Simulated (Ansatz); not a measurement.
Z-matrix (Å, degrees):
```
C
C 1 1.489
H 1 1.095 2 110.4
H 1 1.095 2 110.4 3 -117.4
H 1 1.092 2 112.8 3 121.3
C 2 1.341 1 126.8 3 -120.7
H 2 1.093 1 114.2 3 59.2
Si 6 1.860 2 119.2 1 179.9
Si 6 1.869 2 122.3 1 -0.0
H 8 1.489 6 110.9 2 120.2
H 8 1.489 6 110.8 2 -120.9
H 8 1.489 6 109.5 2 -0.4
H 9 1.487 6 108.6 2 -178.2
H 9 1.489 6 111.9 2 -58.8
H 9 1.489 6 111.8 2 62.5
```

The species carries charge 0 and has multiplicity 1.

**Question.** List the PBE/def2-TZVPP orbital energies in eV (Ansatz 0.2.0). (Best estimate.)

**Answer.** The calculation gave: Occupied: -1779.42, -1779.35, -269.69, -269.14, -268.83, -137.19, -137.12, -93.92, -93.92, -93.91, -93.85, -93.84, -93.84, -19.89, -17.24, -14.30, -13.21, -12.15, -10.79, -10.49, -10.09, -8.92, -8.71, -8.23, -8.20, -8.06, -7.01, -6.58. Lowest empty: -1.77, -0.23, 0.35, 0.40, 0.55, 0.59, 0.89, 1.31.
